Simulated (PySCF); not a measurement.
## Ti (titanium, neutral) across methods

[Ar] 3d1 4s2 4p1, one real determinant (an excited configuration). All numbers are calculated (PySCF 2.14, the non-relativistic Hamiltonian (point nucleus), in aug-cc-pVDZ).

| method | E (hartree) | mean ε 4s α (eV) | mean ε 4s β (eV) | mean ε 4p α (eV) | Σ⟨r²⟩ (bohr²) | ⟨S²⟩ |
| --- | --- | --- | --- | --- | --- | --- |
| LDA | -847.080 | -6.525 | -5.849 | -2.885 | 56.27 | 2.002 |
| TPSSh | -849.162 | -6.802 | -5.856 | -3.334 | 56.38 | 2.007 |
| r2SCAN | -849.096 | -6.536 | -5.713 | -3.125 | 56.72 | 2.011 |
| PBE0 | -848.954 | -7.250 | -6.352 | -3.624 | 56.58 | 2.007 |
| BLYP | -849.168 | -6.181 | -5.630 | -2.658 | 56.94 | 2.003 |
| wB97X-V | -849.033 | -9.308 | -8.270 | -5.252 | 56.52 | 2.010 |
| PBE | -848.908 | -6.387 | -5.672 | -2.943 | 56.60 | 2.004 |
| BHandHLYP | -849.157 | -7.900 | -6.990 | -4.004 | 57.07 | 2.012 |

(1) Estimate the same row for UHF.

⟨L²⟩ = 8.01 against 12 for a pure F term, so this real determinant mixes terms.

Answers

(1) E (hartree) = -848.22848; mean ε 4s α (eV) = -9.195; mean ε 4s β (eV) = -7.502; mean ε 4p α (eV) = -4.969; Σ⟨r²⟩ (bohr²) = 59.34; ⟨S²⟩ = 2.082.
